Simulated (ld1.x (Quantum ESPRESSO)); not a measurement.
titanium, TM: configuration errors across variants

* Element: Ti
* Generator: ld1.x (Quantum ESPRESSO) 7.5
* Type: norm-conserving Troullier–Martins (Kleinman–Bylander form)
* Functional: LDA (PZ)
* Relativity: scalar-relativistic
* Frozen core: [Ar]
* Valence charge: 4
* Reference configuration: 3d2 4s2 4p0
* Partial waves: 4s (bound): rc 2.40 bohr; 4p (bound, empty): rc 1.30 bohr; 3d (bound): rc 2.50 bohr
* Local potential: the d channel
* Core correction: Bessel-smoothed model core, default radius (core density twice the valence density)

All-electron excitation energies from the reference (eV): (1) 3d2 4s1 4p0 7.536; (2) 3d2 4s0 4p0 21.336; (3) 3d1 4s0 4p0 48.525; (4) 3d2 4s1.5 4p0 3.016; (5) 3d1 4s2 4p0 9.980; (6) 3d2.5 4s1.5 4p0 0.324; (7) 3d2 4s2 4p0 spin -0.670; (8) 3d2 4s1 4p0 spin 6.292.

Spin tests fill each open shell by Hund’s rule, majority spin first.

For the base: The 4p radius (1.30 bohr) lies inside the outermost node of the all-electron wave (1.39 bohr), which a nodeless pseudo-wave cannot match soundly.

Tests that are not counted but printed errors over 1 eV. “base”: 3d1 4s2 4p1 (solver errors, printed error -2.6 eV). “all radii but the core radius scaled by about 0.76 (s 1.82, p 0.98, d 1.90 bohr)”: 3d1 4s2 4p1 (solver errors, printed error -2.7 eV). “all radii but the core radius scaled by about 0.83 (s 1.98, p 1.08, d 2.06 bohr)”: 3d1 4s2 4p1 (solver errors, printed error -2.7 eV). “all radii but the core radius scaled by about 0.96 (s 2.30, p 1.24, d 2.40 bohr)”: 3d1 4s2 4p1 (solver errors, printed error -2.7 eV). “all radii but the core radius scaled by about 1.11 (s 2.66, p 1.44, d 2.76 bohr)”: 3d1 4s2 4p1 (solver errors, printed error -2.6 eV).

A true bound ghost makes a file unfit for plane-wave use even where its test errors are small: the radial tests pick states by their node count and pass the ghost by. Where a test does run into it, the solver fails or the error is huge.

Errors AE − PS in meV (a dash: test not solved or not reliable):

| change | (1) | (2) | (3) | (4) | (5) | (6) | (7) | (8) | bound ghosts |
| --- | --- | --- | --- | --- | --- | --- | --- | --- | --- |
| base | -3.3 | -34 | -302 | -0.6 | -112 | -28 | +100 | +115 | p, s |
| all radii but the core radius scaled by about 0.76 (s 1.82, p 0.98, d 1.90 bohr) | -1.6 | -23 | -635 | -0.3 | -206 | -27 | +89 | +91 | s, p |
| all radii but the core radius scaled by about 0.83 (s 1.98, p 1.08, d 2.06 bohr) | -1.5 | -23 | -526 | -0.2 | -176 | -28 | +92 | +99 | s, p |
| all radii but the core radius scaled by about 0.96 (s 2.30, p 1.24, d 2.40 bohr) | -2.9 | -32 | -340 | -0.5 | -122 | -28 | +98 | +113 | p, s |
| all radii but the core radius scaled by about 1.11 (s 2.66, p 1.44, d 2.76 bohr) | -4.7 | -39 | -193 | -0.9 | -39 | -19 | +108 | +131 | p, s |
| all radii but the core radius scaled by about 1.30 (s 3.12, p 1.70, d 3.26 bohr) | -13 | -76 | +24 | -2.7 | +158 | +12 | +126 | +167 | p, s |
| all radii but the core radius scaled by about 1.37 (s 3.30, p 1.78, d 3.44 bohr) | -18 | -99 | +89 | -3.9 | +229 | +25 | +131 | +178 | p, s |

**Question.** Give the same row for: all radii but the core radius scaled by about 1.19 (s 2.86, p 1.54, d 2.98 bohr).

**Answer.** -7.1, -50, -109, -1.4, +37, -7.7, +115, +145; bound ghosts: p, s.
